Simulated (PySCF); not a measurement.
Species: C5H11BS.
Geometry (PBE0-D3(BJ)/def2-SVP, Å), atoms numbered from 1 in this order:
```
atom  x, y, z in Å
C1     2.9851    0.3236    0.2493
S2     1.7884    0.7636   -1.0300
C3     0.3334   -0.1366   -0.4781
B4    -0.8831   -0.1558   -1.4771
C5    -2.1824   -0.1161   -0.6083
C6    -1.7031   -0.3429    0.8326
C7    -0.2891    0.2422    0.8747
H8     3.9372    0.7989   -0.0264
H9     3.1387   -0.7660    0.2950
H10    2.6847    0.6950    1.2401
H11    0.5763   -1.2275   -0.4695
H12   -0.8057   -0.1892   -2.6818
H13   -2.5023    0.9436   -0.7338
H14   -3.0436   -0.7198   -0.9317
H15   -2.3633    0.0943    1.5982
H16   -1.6608   -1.4271    1.0376
H17    0.2935   -0.1070    1.7419
H18   -0.3331    1.3436    0.9382
```

Level: PBE0/pcSseg-1 and wB97X-D/def2-SVPD in PySCF, non-relativistic, on one gas-phase PBE0-D3(BJ)/def2-SVP geometry that isn't relaxed in the solvent. The solvent is an IEF-PCM continuum (Bondi radii, 1.10 Å for H, scaled by 1.2). Only the electrostatic response of the medium enters.

Gas phase at PBE0/pcSseg-1: HOMO -6.24 eV, LUMO -0.96 eV, dipole 1.93 D.

Task: What does the continuum do to the energy, the frontier levels and the dipole at PBE0/pcSseg-1 in cyclohexane and chloroform?

Result: 
| solvent | ε | E(solvent) − E(gas) (kcal/mol) | polarisation term (kcal/mol) | distortion of the solute (kcal/mol) | HOMO (eV) | LUMO (eV) | dipole (D) |
| --- | --- | --- | --- | --- | --- | --- | --- |
| cyclohexane | 2.017 | -1.37 | -1.45 | 0.08 | -6.29 | -0.89 | 2.20 |
| chloroform | 4.711 | -2.53 | -2.85 | 0.32 | -6.35 | -0.86 | 2.45 |

Polarisation term: ½ Σ q·V over the induced surface charges. Distortion: the rise of the solute's own energy as its density leaves the gas-phase optimum. From cyclohexane to chloroform the lowering changes by a factor 1.86, Onsager's factor (ε − 1)/(2ε + 1) by 1.76 and ε itself by 2.3.

Task: Which radius a makes the point-dipole formula ΔE = −[(ε − 1)/(2ε + 1)]·μ²/a³ give the value in chloroform, with the gas-phase dipole?

Result: μ = 0.760 au and |ΔE| = 0.00404 Eh give a = 1.96 Å; the farthest nucleus lies 4.02 Å from the centroid of the nuclei, so such a sphere wouldn't even hold the nuclei. The formula assumes a rigid point dipole at the centre of a sphere.

Task: Give the dipole vector in the frame of the coordinates (D, pointing from negative to positive charge), gas and chloroform.

Result: Gas (-0.51, -0.93, 1.61), solvent (-0.61, -1.19, 2.05). Its length changes by +27 % and its direction by less than 1°.

Task: Which Hirshfeld charges (PBE0/pcSseg-1) respond most in chloroform (means over atoms taken as equivalent)?

Result: 
```tsv
atoms	environment	gas (e)	solvent (e)	change
S2	sulfide sulfur	-0.014	-0.041	-0.027
H11	methine hydrogen	+0.046	+0.052	+0.006
H12	B–H hydrogen	-0.056	-0.061	-0.005
H8/H9/H10	methyl hydrogen	+0.043	+0.047	+0.004
H13	methylene hydrogen	+0.054	+0.057	+0.003
H17	methylene hydrogen	+0.035	+0.037	+0.002
H16	methylene hydrogen	+0.035	+0.037	+0.002
C1	S-methyl carbon	-0.124	-0.123	+0.001
H14	methylene hydrogen	+0.044	+0.045	+0.001
H15	methylene hydrogen	+0.037	+0.038	+0.001
C7	ring CH2 carbon	-0.075	-0.074	+0.001
B4	three-coordinate boron	+0.166	+0.165	-0.001
```

Task: Which Mayer bond orders change most in chloroform?

Result: 
```json
{"bond": "S2–C3", "length (Å)": "1.798", "gas": "1.028", "solvent": "1.010", "change": "-0.018"}
{"bond": "C1–S2", "length (Å)": "1.806", "gas": "0.993", "solvent": "0.984", "change": "-0.009"}
{"bond": "B4–C5", "length (Å)": "1.563", "gas": "0.995", "solvent": "1.002", "change": "+0.007"}
{"bond": "C7–C3", "length (Å)": "1.537", "gas": "0.976", "solvent": "0.980", "change": "+0.004"}
{"bond": "C5–H13", "length (Å)": "1.114", "gas": "0.903", "solvent": "0.899", "change": "-0.004"}
{"bond": "C1–H8", "length (Å)": "1.099", "gas": "0.960", "solvent": "0.957", "change": "-0.003"}
{"bond": "C3–H11", "length (Å)": "1.118", "gas": "0.873", "solvent": "0.870", "change": "-0.003"}
{"bond": "C6–C7", "length (Å)": "1.531", "gas": "1.024", "solvent": "1.027", "change": "+0.003"}
```

Gas phase at wB97X-D/def2-SVPD: HOMO -8.10 eV, LUMO 0.92 eV, dipole 2.05 D.

Task: What does the continuum do to the energy, the frontier levels and the dipole at wB97X-D/def2-SVPD in chloroform?

Result: 
```json
{"solvent": "chloroform", "ε": "4.711", "E(solvent) − E(gas) (kcal/mol)": "-2.69", "polarisation term (kcal/mol)": "-3.07", "distortion of the solute (kcal/mol)": "0.38", "HOMO (eV)": "-8.22", "LUMO (eV)": "1.02", "dipole (D)": "2.66"}
```

Task: How does the static polarisability (wB97X-D/def2-SVPD, frozen core, with the continuum's full static response) change?

Result: 
```
    medium  isotropic (au)  principal values (au)  ⟨r²⟩ of the electrons (bohr²)
       gas            92.2      75.9, 89.6, 111.3                         1115.4
chloroform           115.5     98.1, 114.1, 134.5                         1115.2
```

The isotropic value in chloroform is 1.25 times the gas-phase one; no cavity-field correction is applied. ⟨r²⟩ is taken about the centre of nuclear charge.

wB97X-D is run here without its empirical dispersion term; that term would change no orbital, density or response property at a fixed geometry.
